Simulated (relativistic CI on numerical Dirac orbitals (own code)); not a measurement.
V⁺ in a cubic cluster: 2p photoemission with charge transfer

Computed with a charge-transfer multiplet model of a cubic metal-ligand cluster with up to one ligand hole, Slater and spin-orbit integrals from Dirac-Coulomb-Breit ions, Slater integrals scaled by 0.9. The parameters are those of a tetrahedral site (10Dq negative, t2 hopping the larger). The ground state mixes d4 with configurations of k ligand holes L, whose averages lie at kΔ + k(k − 1)U_dd/2; a core hole lowers each added d electron by U_cd. 20 K, Lorentzian 0.6 eV and Gaussian 0.8 eV FWHM.

Atomic integrals in eV (Slater integrals scaled, ζ unscaled), ground: F2dd 6.798, F4dd 4.177, zeta_d 0.015; with the core hole: F2dd 8.831, F4dd 5.496, zeta_d 0.030, zeta_core 4.613, F2cd 4.854, G1cd 3.498, G3cd 1.984.

Cluster parameters (eV): Δ = 10.2, U_dd = 5.6, U_cd = 6.8, 10Dq = -0.4, 10Dq(ligand) = 0, final-state hopping factor = 0.9.

```csv
Case,n_d,d4,d5L,S
"V(eg) = 0.62 eV, V(t2g) = -1.06 eV",4.04,0.96,0.04,2.00
"V(eg) = 1.52 eV, V(t2g) = -2.6 eV",4.16,0.84,0.16,2.00
```

Weights, n_d and S are thermal averages at 20 K. Binding energies count from the first peak over 30 % of the highest in each spectrum, which can be another peak from case to case. The parameters are a model scan and need not match a compound or its usual spin state. Peaks in eV (height, largest 100):
- V(eg) = 0.62 eV, V(t2g) = -1.06 eV: 0.0 (100), 1.0 (95), 4.1 (29), 8.5 (57)
- V(eg) = 1.52 eV, V(t2g) = -2.6 eV: 0.0 (100), 4.0 (21), 8.3 (55)

Curve for V(eg) = 0.62 eV, V(t2g) = -1.06 eV (points under 2 left out, the grid thinned):

| E (eV) | Intensity |
| --- | --- |
| -3.8 | 2.0 |
| -3.4 | 2.5 |
| -2.9 | 3.4 |
| -2.5 | 4.5 |
| -2.1 | 6.4 |
| -1.6 | 12.2 |
| -1.2 | 25.7 |
| -0.8 | 55.6 |
| -0.3 | 94.3 |
| 0.1 | 99.2 |
| 0.5 | 93.5 |
| 1.0 | 95.0 |
| 1.4 | 88.8 |
| 1.8 | 66.2 |
| 2.2 | 44.2 |
| 2.7 | 30.4 |
| 3.1 | 26.2 |
| 3.5 | 26.7 |
| 4.0 | 29.2 |
| 4.4 | 27.5 |
| 4.8 | 21.9 |
| 5.3 | 15.5 |
| 5.7 | 13.5 |
| 6.1 | 14.0 |
| 6.6 | 15.9 |
| 7.0 | 17.9 |
| 7.4 | 24.6 |
| 7.9 | 43.5 |
| 8.3 | 55.4 |
| 8.7 | 56.0 |
| 9.2 | 48.2 |
| 9.6 | 37.3 |
| 10.0 | 26.5 |
| 10.4 | 20.0 |
| 10.9 | 16.1 |
| 11.3 | 14.2 |
| 11.7 | 13.0 |
| 12.2 | 10.9 |
| 12.6 | 7.8 |
| 13.0 | 5.0 |
| 13.5 | 3.6 |
| 13.9 | 3.1 |
| 14.3 | 2.6 |
| 14.8 | 2.3 |
| 15.2 | 2.0 |

For the case V(eg) = 0.62 eV, V(t2g) = -1.06 eV, Δ = 10.2 eV is larger than U_dd = 5.6 eV, the Mott-Hubbard side of the Zaanen-Sawatzky-Allen scheme. With the core hole the average of the configuration with one ligand hole lies at Δ − U_cd = 3.4 eV before mixing: it stays above the unscreened one, so the lowest final states keep mostly the nominal d count.

With at most 1 ligand hole the space is cut while the next configuration still counts, so covalency is underestimated, and a final configuration with one more ligand hole, which can lie low, is missing from the spectra.
